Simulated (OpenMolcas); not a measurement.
Hg I: effect of the IPEA shift

| Quantity | Value |
| --- | --- |
| Program | OpenMolcas |
| Basis | ANO-RCC-VQZP [9s8p6d4f2g1h] |
| Scalar Hamiltonian | DKH2, point nucleus |
| Active space | 2 electrons in 4 orbitals (6s 6p) |
| State averaging | 2S+1 = 3 even, 3 roots (0 in the spin-orbit step); 2S+1 = 1 even, 1 root; 2S+1 = 3 odd, 3 roots; 2S+1 = 1 odd, 3 roots |
| Spin-orbit coupling | RASSI with atomic mean-field integrals over the reference wave functions, term energies averaged over their components |

Methods on the same reference wave functions:
A. CASSCF
B. SS-CASPT2, IPEA 0 Eh, imaginary shift 0.1 Eh (closed shells correlated: 5d)
C. SS-CASPT2, IPEA 0.25 Eh, imaginary shift 0.1 Eh (closed shells correlated: 5d)

Energies in cm⁻¹ above 6s² ¹S₀, the measured ground level; measured values from NIST Handbook of Basic Atomic Spectroscopic Data.

| Level | A | B | C | Measured |
| --- | --- | --- | --- | --- |
| 6s² ¹S₀ | 0.0 | 0.0 | 0.0 | 0.0 |
| 6s 6p ³P°₀ | 32340 | 37645 | 37989 | 37645 |
| 6s 6p ³P°₁ | 34021 | 39309 | 39654 | 39412 |
| 6s 6p ³P°₂ | 37630 | 42935 | 43279 | 44043 |
| 6s 6p ¹P°₁ | 51416 | 53674 | 54208 | 54069 |

Deviations, from unrounded energies. A percentage is the sum of absolute deviations over the sum of measured energies, with the sign that they share, or ± where signs differ.

```tsv
Against measurement	Levels	A	B	C
mean absolute deviation (cm-1)	4	4900	400	370
other configurations (%)	4	-11.3	-0.9	±0.8
```

C lies closest to measurement on these levels and A furthest from it. The largest miss of C in the table is 6s 6p ³P°₂, by -760 cm-1. The ranking rests on the paired levels alone, and a cruder setting can come out closer through cancelling errors.

Between B and C the level of the table that moves most is 6s 6p ¹P°₁, by 530 cm-1 (lowest in B, highest in C).

The lowest spin-free term lies below A's lowest term by 0.433 hartree in B, 0.430 hartree in C.

Some high roots are left out of the spin-orbit mixing, which shifts the levels that they would mix with. Spin-orbit splittings of 6p shells tend to come out small when the coupling is added on scalar orbitals. Computed and measured levels are paired by configuration, term and J; levels that our copy of the source lacks, or whose pairing is in doubt (as where it misses far off the trend of its configuration), stay unpaired and out of the deviations. Only configurations of the active space appear.

° marks odd parity.
